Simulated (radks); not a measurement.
Question: The niobium ion Nb2+, configuration [Kr] 4d3. Calculated with a radial shooting solver on a logarithmic mesh with Libxc functionals: Dirac Kohn-Sham, PBE, spin-unpolarised, spherical densities, point nucleus; open shells fill j = l - 1/2 first.

Spin-orbit splittings of the eigenvalues, e(l+1/2) - e(l-1/2), with zeta = 2 splitting/(2l+1) and mean radii in bohr:

| shell | occ. | splitting (eV) | zeta (eV) | <r> j=l-1/2 | <r> j=l+1/2 |
|---|---|---|---|---|---|
| 2p | 6 | 95.78 | 63.85 | 0.1346 | 0.1391 |
| 3p | 6 | ? | ? | 0.4386 | 0.4491 |
| 3d | 10 | 2.888 | 1.155 | 0.4309 | 0.4344 |
| 4p | 6 | 2.127 | 1.418 | 1.271 | 1.301 |
| 4d | 3 | 0.1991 | 0.07965 | 1.847 | 1.863 |

Estimate the 3p splitting.

Answer: 15.51 eV (zeta = 10.34 eV).
